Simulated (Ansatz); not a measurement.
C2H5Al, SMILES `C[C][AlH2]` (lower triplet) (charge 0, multiplicity 3). This triplet lies 0.59 eV below the relaxed singlet at the level frozen-core CCSD(T)/cc-pVTZ // B3LYP-D3(BJ)/def2-TZVP (Ansatz, a program for electronic structure).

Cartesian coordinates (Å):
SMILES: C[C][AlH2]
```xyz
8

C     -1.4704    -0.0795    -0.1955
C     -0.0222     0.0262    -0.1955
Al     1.8552     0.1003    -0.2154
H     -1.9335     0.6828    -0.8370
H     -1.8823     0.0661     0.8127
H     -1.8209    -1.0592    -0.5487
H      2.5861     1.4710     0.0739
H      2.6881    -1.2078    -0.5205
```
Charge 0, spin multiplicity 3.

Frozen-core energies in 6-31g from Ansatz at a geometry from B3LYP-D3(BJ)/def2-TZVP; the HF reference has <S^2> = 2.03 and the T1 diagnostic is 0.017.

```json
[
 {"level": "HF", "energy (Ha)": "-320.40729"},
 {"level": "MP2", "energy (Ha)": "-320.58063"},
 {"level": "CCSD", "energy (Ha)": "-320.61988"}
]
```

Question: Estimate the energies of CCSD(T), CCSDT and CCSDT(Q), and give each level's difference from CCSDT(Q).

Answer: 
| level | energy (Ha) | difference from CCSDT(Q) (mHa) |
|---|---|---|
| MP2 | -320.58063 | 44.74 |
| CCSD | -320.61988 | 5.49 |
| CCSD(T) | -320.62422 | 1.15 |
| CCSDT | -320.62513 | 0.24 |
| CCSDT(Q) | -320.62537 | 0.00 |
